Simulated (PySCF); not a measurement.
C2H3F3O. Atoms are numbered in the order given.

```xyz
9

C     -0.0264     1.9368     0.0000
O     -0.7551     0.7218     0.0000
C     -0.0341    -0.4006     0.0000
F      0.7616    -0.4951     1.0727
F     -0.8599    -1.4284     0.0000
F      0.7616    -0.4951    -1.0727
H      0.6020     2.0180    -0.8999
H      0.6020     2.0180     0.8999
H     -0.7706     2.7408     0.0000
```

Geometry: PBE0-D3(BJ)/def2-SVP.

All values below come from TDDFT-PBE/def2-SVPD run with PySCF.

Vertical excitations. The molecule is in vacuum. State labels are in the subgroup Cs.

```csv
state,symmetry,energy (eV),λ (nm),f,main pairs
S1,A",7.80,159,0.006,HOMO→LUMO 100 %
S2,A",8.48,146,0.014,HOMO→LUMO+1 99 %
S3,A',9.05,137,0.004,HOMO−1→LUMO 98 %
S4,A",9.12,136,0.004,HOMO→LUMO+2 99 %
S5,A',9.23,134,0.041,HOMO→LUMO+3 98 %
S6,A',9.71,128,0.032,HOMO−1→LUMO+1 99 %
S7,A",9.74,127,0.004,HOMO→LUMO+4 97 %
S8,A",9.82,126,0.001,HOMO−2→LUMO 100 %
S9,A",9.92,125,0.013,HOMO→LUMO+5 97 %
S10,A',10.22,121,0.010,HOMO−3→LUMO 94 %
T1,A",7.67,162,0,HOMO→LUMO 100 %
T2,A",8.21,151,0,HOMO→LUMO+1 98 %
T3,A',8.86,140,0,HOMO−1→LUMO 90 %
T4,A',9.01,138,0,HOMO→LUMO+3 90 %
```
Triplets are in the Tamm–Dancoff approximation, which puts them higher than full response would, so one can lie above its singlet here.
